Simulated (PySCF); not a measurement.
## Dy(2+): excitation energy

Dy(2+) [Xe] 4f10 (high-spin determinant) → Dy(2+) [Xe] 4f9 6p1 (high-spin determinant), as a difference of total energies. Computed with PySCF 2.14 in x2c-TZVPPall with one added diffuse shell each of s, p, d, f type (12s8p8d5f2g, 129 functions), with the spin-free X2C one-electron Hamiltonian (Gaussian nucleus). Correlated levels: valence: [Kr] 4d10 frozen; valence and next inner shell: [Ar] 3d10 frozen. The calculations carry no spin-orbit coupling.

| method | excitation energy (cm⁻¹) |
| --- | --- |
| UHF | 31849 |
| LDA | 70636 |
| PBE | 68455 |
| PBE0 | 61300 |
| r2SCAN | 65414 |
| MP2 (valence) | 62016 |
| SCS-MP2 (valence) | 60324 |
| MP2 (valence and next inner shell) | 65091 |
| SCS-MP2 (valence and next inner shell) | 62133 |

A first-order spin-orbit estimate (lowest level to lowest level, LS coupling) adds 0.234 eV.

The determinant of the upper state and of the lower state mixes LS terms, which raises its energy above the lowest term, most at the Hartree-Fock and MP2 levels.
